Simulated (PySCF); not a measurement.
Cartesian coordinates in Å; atom numbers follow the order of the lines, from 1:
```xyz
21

Si    0.2726    0.0361    0.1333
C     0.1790   -0.0686    2.0000
C     0.0072   -1.2246    2.6530
H     0.2900    0.8477    2.5963
H    -0.1076   -2.1740    2.1166
H    -0.0253   -1.2824    3.7470
C     2.0432   -0.0755   -0.4360
C     2.6336    0.8394   -1.2135
H     2.6375   -0.9345   -0.0965
H     2.0883    1.7162   -1.5812
H     3.6812    0.7535   -1.5242
C    -0.5125    1.6278   -0.4624
C    -1.0842    1.7376   -1.6686
H    -0.5103    2.5123    0.1891
H    -1.1191    0.8897   -2.3631
H    -1.5426    2.6690   -2.0207
O    -0.5035   -1.2858   -0.5347
C    -1.8665   -1.5736   -0.3907
H    -2.1557   -1.7063    0.6674
H    -2.0877   -2.5102   -0.9257
H    -2.5045   -0.7775   -0.8149
```

Geometry: PBE0-D3(BJ)/def2-SVP; GIAO shifts from PySCF, gas phase, non-relativistic, averaged over equivalent atoms.

At B3LYP/pcSseg-1 (220 basis functions):
| atoms | δ (ppm) |
| --- | --- |
| Si1 | -18.8 |
| C3/C8/C13 | 144.6 |
| C2/C7/C12 | 142.4 |
| C18 | 51.8 |
| H5/H6/H10/H11/H15/H16 | 6.23 |
| H4/H9/H14 | 6.01 |
| H19/H20/H21 | 3.60 |
| O17 | 8.7 |

References, each an isolated molecule treated in the same way: TMS for 29Si (σ = 337.86 ppm), 13C (σ = 179.24 ppm), 1H (σ = 31.38 ppm); 17O (σ = 334.04 ppm) vs H2O.

What do these become at PBE0/pcSseg-1?

## Answers


```json
{"atoms": "Si1", "δ at PBE0/pcSseg-1": "-15.1", "change": "+3.7"}
{"atoms": "C3/C8/C13", "δ at PBE0/pcSseg-1": "145.8", "change": "+1.2"}
{"atoms": "C2/C7/C12", "δ at PBE0/pcSseg-1": "141.8", "change": "-0.6"}
{"atoms": "C18", "δ at PBE0/pcSseg-1": "51.1", "change": "-0.7"}
{"atoms": "H5/H6/H10/H11/H15/H16", "δ at PBE0/pcSseg-1": "6.37", "change": "+0.14"}
{"atoms": "H4/H9/H14", "δ at PBE0/pcSseg-1": "6.14", "change": "+0.13"}
{"atoms": "H19/H20/H21", "δ at PBE0/pcSseg-1": "3.55", "change": "-0.05"}
{"atoms": "O17", "δ at PBE0/pcSseg-1": "3.9", "change": "-4.8"}
```

Shifts are taken against calculated references (same method and geometry level): 29Si (351.99 ppm), 13C (184.41 ppm), 1H (31.27 ppm) against TMS; 17O (334.56 ppm) against H2O.

The largest change is at O17 (oxygen bonded to C, Si). Cost: 220 basis functions. The order of the carbon signals is the same at both levels.

Experimental scales use liquid or dissolved standards, which lie at an offset from isolated H2O (liquid H2O: subtract about 36 ppm).
